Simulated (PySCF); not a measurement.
Computed with PBE0-D3(BJ)/def2-TZVP (PySCF). Gas-phase values, no solvent. One relaxed conformer stands for a flexible species; it need not be the lowest. Excitations are Tamm–Dancoff values on a coarser integration grid. The basis has no diffuse functions, so Rydberg states are missing or too high.

Reference species (SMILES): `C(=S)[SiH]=C` (C–Si–C–S torsion 0°) (neutral, multiplicity 1).

- T1 excitation (TDA): 1.08 eV
- HOMO: -6.59 eV
- LUMO: -3.28 eV
- HOMO–LUMO gap: 3.31 eV

After one change: the T1 excitation (TDA) rises by 2.16 eV; the HOMO rises by 0.39 eV; the LUMO rises by 3.00 eV; the HOMO–LUMO gap rises by 2.61 eV.

Question: Name the change that produced these shifts. The new species is one of these.
A) `C=[SiH]C(F)F` (C–Si–C–F torsion 11°)
B) `C#C[SiH]=C`
C) `C=[SiH]O` (C–Si–O–H torsion 0°)
D) `C=[SiH]Cl`

Answer: C, `C=[SiH]O` (C–Si–O–H torsion 0°)
